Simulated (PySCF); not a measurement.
C₄H₅BFN, SMILES C1B(F)[C@@H](C#N)C1.

Geometry: B3LYP-D3(BJ)/def2-SVP. The structure was generated by enumeration; whether it is a known compound was not checked.

Level of theory: CAM-B3LYP/def2-TZVP (PySCF).

The molecule is in vacuum.

```
Property                                                                                                        Result
---------------------------------------------------------------------------------------------  -----------------------
total energy                                                                                        -334.87919 hartree
highest occupied level                                                                                        -9.97 eV
lowest empty level                                                                                             0.00 eV
orbital gap                                                                                                    9.97 eV
dipole moment                                                                                                   4.92 D
quadrupole, principal values (traceless, Buckingham form, about the centre of nuclear charge)  -13.10, 2.93, 10.18 D·Å
mean static polarisability                                                                        59.7 bohr³ (8.84 Å³)
polarisability, principal values                                                                48.0, 54.6, 76.4 bohr³
```
